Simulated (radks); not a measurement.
Task: Re67+, configuration [He] 2s2 2p4. Calculated with a radial shooting solver on a logarithmic mesh with Libxc functionals: non-relativistic Kohn-Sham, TPSS, spin-polarised, spherical densities, point nucleus; open shells are filled with parallel spins first (spin-orbit coupling, left out, can overturn this in heavy ions); meta-GGA in the generalised Kohn-Sham scheme; relativity is left out, which matters for an element this heavy. Some entries of the table are withheld. Estimate them.

| orbital | occ. | eigenvalue (eV) | <1/r> (bohr^-1) |
|---|---|---|---|
| 1s up | 1 | -72174.78 | 74.54 |
| 1s down | 1 | -72141.60 | 74.56 |
| 2s up | 1 | -16741.67 | 18.00 |
| 2s down | 1 | -16690.12 | 17.96 |
| 2p up | 3 | (1) | 17.95 |
| 2p down | 1 | (2) | 17.93 |
| 3s up | 0 | -7193.382 | 7.788 |
| 3s down | 0 | -7180.357 | 7.776 |
| 3p up | 0 | -7090.051 | 7.754 |
| 3p down | 0 | -7074.959 | 7.744 |

Result: 
(1) 2p up eigenvalue (eV): -16444.67
(2) 2p down eigenvalue (eV): -16381.01
